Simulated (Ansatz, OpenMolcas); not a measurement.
# AlCl3 (SMILES Cl[Al](Cl)Cl): methods side by side

The species is AlCl3 (4 atoms), meant as a singlet with charge 0. As SMILES, `Cl[Al](Cl)Cl`. The shape is that of a PBE0-D4/def2-TZVP optimisation.

```xyz
4

Cl   -1.1350   -0.1084    1.7262
Al    0.0000    0.0000    0.0000
Cl    1.7420   -1.1040   -0.1636
Cl   -0.6069    1.2125   -1.5626
```

Each level gives the energy change with the Cl1–Al2 bond stretched from 2.069 to 2.379 Å (eV). The values are calculated.

| level | kind | program | value (eV) | less CCSD(T)/6-311+G** |
| --- | --- | --- | --- | --- |
| HF/6-311+G** (restricted) | Hartree–Fock | Ansatz | 0.59 | +0.02 |
| BLYP/6-311+G** (restricted) | GGA | OpenMolcas | 0.40 | -0.17 |
| revPBE/6-311+G** (restricted) | GGA | OpenMolcas | 0.42 | -0.15 |
| M06-L/6-311+G** (restricted) | meta-GGA | OpenMolcas | 0.59 | +0.02 |
| M06-2X/6-311+G** (restricted) | hybrid meta-GGA | OpenMolcas | 0.59 | +0.02 |
| PBE0/6-311+G** (restricted) | global hybrid | OpenMolcas | 0.55 | -0.02 |
| r2SCAN0/6-311+G** (restricted) | hybrid meta-GGA | Ansatz | 0.60 | +0.03 |
| CCSD(T)/6-311+G** (restricted) | coupled cluster or CI | Ansatz | 0.57 | 0.00 |

CCSD(T)/6-311+G** (restricted) is the highest level here, not the true value. The first shape isn't each level's own minimum. The values span 0.40 to 0.60 eV.
